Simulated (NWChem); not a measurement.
Molecule: C2H2Cl, doublet; SMILES [CH]=CCl

All runs: NWChem. Pople sets run with spherical d functions. Spin-unrestricted. In the optimisation the excess spin sits in a' (Cs, its own frame). All runs use the structure optimised with PBE0/def2-SVP, spin-unrestricted. No stability test was run on the SCF state. Level: PBE/6-31G* with COSMO at NWChem's default radii, gas-phase geometry; rows give the dielectric constant. Reactions with the solvent are ignored.

```csv
dielectric constant,electrostatic solvation energy (kcal/mol),dipole in solution (D)
2.4,-1.3,1.16
3.9,-1.7,1.22
4.8,-1.8,1.24
7.6,-2.0,1.27
20.7,-2.2,1.30
```
